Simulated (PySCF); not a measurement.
## Heteronuclear NMR

Molfile (atoms numbered from 1):
```
C4H7ClOSi
     RDKit          3D

 14 13  0  0  0  0  0  0  0  0999 V2000
   -1.0222   -1.6818    0.1511 C   0  0  0  0  0  0  0  0  0  0  0  0
    0.3118   -1.0457    0.0526 C   0  0  0  0  0  0  0  0  0  0  0  0
    0.5452    0.2694   -0.0322 C   0  0  0  0  0  0  0  0  0  0  0  0
   -0.7933    1.6243   -0.0816 Si  0  0  0  0  0  4  0  0  0  0  0  0
    1.8845    0.7909   -0.1922 C   0  0  0  0  0  0  0  0  0  0  0  0
    2.1993    1.8344   -0.6712 O   0  0  0  0  0  0  0  0  0  0  0  0
    3.1856   -0.2603    0.4512 Cl  0  0  0  0  0  0  0  0  0  0  0  0
   -1.8206   -0.9486    0.2112 H   0  0  0  0  0  0  0  0  0  0  0  0
   -1.1872   -2.3199   -0.7174 H   0  0  0  0  0  0  0  0  0  0  0  0
   -1.0534   -2.3251    1.0305 H   0  0  0  0  0  0  0  0  0  0  0  0
    1.1463   -1.7386    0.0232 H   0  0  0  0  0  0  0  0  0  0  0  0
   -0.1752    2.9403   -0.0486 H   0  0  0  0  0  0  0  0  0  0  0  0
   -1.6399    1.4342    1.1019 H   0  0  0  0  0  0  0  0  0  0  0  0
   -1.5815    1.4260   -1.3008 H   0  0  0  0  0  0  0  0  0  0  0  0
  1  2  1  0
  2  3  2  0
  3  4  1  0
  3  5  1  0
  5  6  2  0
  5  7  1  0
  1  8  1  0
  1  9  1  0
  1 10  1  0
  2 11  1  0
  4 12  1  0
  4 13  1  0
  4 14  1  0
M  END
```

- GFN2-xTB geometry
- GIAO PBE0/pcSseg-1 shieldings
- program: PySCF
- no relativistic terms, fast rotation and ring inversion assumed for equivalent nuclei, one computed conformer, no solvent model

Task: Predict the 29Si NMR data.

Result: 
```json
{"atoms": "Si4", "environment": "silicon bonded to C, 3 H", "σ (ppm)": "428.9", "δ (ppm)": "-72.6"}
```

Shieldings were converted by a linear fit to measured shifts: 29Si (scatter 8.9 ppm rms, 25.8 ppm with the 6 outliers that the fit left out vs TMS, solution or neat liquid). Occasional misses reach two or three times the rms, and more in compound classes unlike the fitted ones.

On a 600 MHz spectrometer 29Si resonates near 119.2 MHz, so 1 ppm is 119.2 Hz.

Task: Where does 17O resonate?

Result: 
```
atoms      environment  σ (ppm)  δ (ppm)
   O6  carbonyl oxygen   -250.7    495.1
```

Shieldings were converted by a linear fit to measured shifts: 17O: δ = 266.70 − 0.911σ (rms 10.7 ppm, 155 shifts, 12.2 ppm with the 3 outliers that the fit left out vs liquid water, solution or neat liquid). Occasional misses reach two or three times the rms, and more in compound classes unlike the fitted ones.

On a 300 MHz spectrometer 17O resonates near 40.7 MHz, so 1 ppm is 40.7 Hz.
